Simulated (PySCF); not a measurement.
# Reading the logs of faulty runs: BH5O2Si

These are calculations, not measurements. They come from PySCF 2.14.0, an open-source quantum chemistry program, on an isolated molecule that a program drew, which may never have been made. The molecule is BH5O2Si (charge 0, singlet), drawn as the SMILES string `BO[SiH2]O`.

Each row is a Hartree-Fock (HF) and frozen-core CCSD(T) single point in the cc-pV(D+d)Z basis, meant for a local HF minimum. Run 1 is clean. Each other run has one planted mistake out of seven kinds, and not every kind appears here: one electron removed, one electron added, multiplicity raised by two, geometry at a saddle point, minimal basis STO-3G, one bond length entered in bohr, all coordinates scaled. The reference is restricted for singlets and unrestricted otherwise, and also for a bond in bohr. Adding or removing an electron swaps singlet and doublet. Electrons count all cores. HOMO and LUMO are orbital energies over both spins, the gradient is its largest component, and the lowest frequency (negative if imaginary) is given only where the gradient is small. Bond lengths are over the 8 bonds as drawn. T1 is the CCSD diagnostic: over 0.02 (restricted) or 0.045 (unrestricted) a single reference is doubtful.

Geometry of the clean run:
```xyz
9
BH5O2Si, angstrom
B     1.5805   -0.5117   -2.5596
O     0.9888   -0.5143   -1.3472
Si    1.4019   -1.0122    0.1784
O     0.2909   -2.0676    0.7491
H     0.9893   -0.0255   -3.4847
H     2.6766   -0.9932   -2.7045
H     2.7418   -1.6252    0.1070
H     1.3651    0.1463    1.0745
H     0.1503   -2.8947    0.3139
```

| run | electrons | basis functions | <S^2> | HOMO (eV) | LUMO (eV) | gradient (hartree/bohr) | lowest frequency (cm^-1) | mean bond (Å) | longest bond (Å) | T1 | HF (hartree) | CCSD(T) (hartree) | mistake |
|---|---|---|---|---|---|---|---|---|---|---|---|---|---|
| 1 | 40 | 90 | 0.000 | -12.01 | 3.21 | 2.0e-05 | 43 | 1.3667 | 1.657 | 0.0136 | -466.38975 | -466.99363 | no fault |
| 2 | 40 | 90 | 2.022 | -5.97 | -2.37 | 2.8e-02 | - | 1.3667 | 1.657 | 0.0198 | -466.16966 | -466.78008 | multiplicity raised by two |
| 3 | 40 | 90 | 0.000 | -12.06 | 3.42 | 5.4e-02 | - | 1.3024 | 1.579 | 0.0122 | -466.36667 | -466.96193 | all coordinates scaled |
| 4 | 39 | 90 | 0.776 | -17.99 | -8.58 | 1.3e-01 | - | 1.3667 | 1.657 | 0.0448 | -466.00201 | -466.59173 | one electron removed |
| 5 | 41 | 90 | 0.760 | 1.51 | 8.47 | 1.2e-01 | - | 1.3667 | 1.657 | 0.0166 | -466.30110 | -466.92137 | ? |

**Which mistake was planted in run 5, and what did it cost?**

It counts 41 electrons, one more than the clean run, at the same geometry and basis. So the mistake is: one electron added. Subtracting run 1 and multiplying by 627.51 kcal/mol a hartree, the energy moved by 55.6 kcal/mol in HF and 45.3 kcal/mol in CCSD(T).

Cautions from the logs. Run 5: the HOMO is above zero, so the electron isn't bound and the energy depends on the basis.
